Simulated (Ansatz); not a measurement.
Relaxation of CH7FOSi (11 atoms, charge 0, multiplicity 1), to a largest force component of 0.03 eV/Å in at most 50 steps.

The calculation used RKS PBE/def2-SVP (Ansatz 0.2.0).

```xyz
11
Properties=species:S:1:pos:R:3
Si -0.168 0.025 -0.252
O 0.919 0.906 0.789
H 0.532 -0.374 -1.520
H -1.294 0.974 -0.513
C -0.828 -1.494 0.638
H 1.080 2.517 -0.786
F 0.885 2.426 -1.679
H 1.784 0.466 0.848
H -0.016 -2.218 0.854
H -1.591 -2.016 0.022
H -1.303 -1.212 1.600
```

Question: Where does it end, and by what steps?

Answer: It converged. After 7 steps the energy has fallen by 0.213 eV; H6 moved furthest, 0.38 Å.

```csv
step,energy less start (eV),largest force component (eV/Å),accepted
0,0.0000,1.345,yes
1,-0.0954,1.537,yes
2,-0.1778,0.981,yes
3,-0.1881,0.475,yes
4,-0.2102,0.114,yes
5,-0.2118,0.091,yes
6,-0.2124,0.038,yes
7,-0.2125,0.020,yes
```

```xyz
11
Properties=species:S:1:pos:R:3
Si -0.235 0.005 -0.363
O 0.872 0.973 0.529
H 0.407 -0.477 -1.635
H -1.374 0.929 -0.649
C -0.787 -1.463 0.673
H 1.106 2.200 -0.574
F 1.049 2.642 -1.419
H 1.696 0.519 0.785
H 0.056 -2.143 0.911
H -1.544 -2.054 0.116
H -1.246 -1.130 1.626
```

Whether the end is a true minimum wasn't checked by a vibrational analysis.

The run took 7.6 s on 2 threads of Intel(R) Xeon(R) 6975P-C (Granite Rapids), with other jobs on the host, peak memory 0.17 GiB.
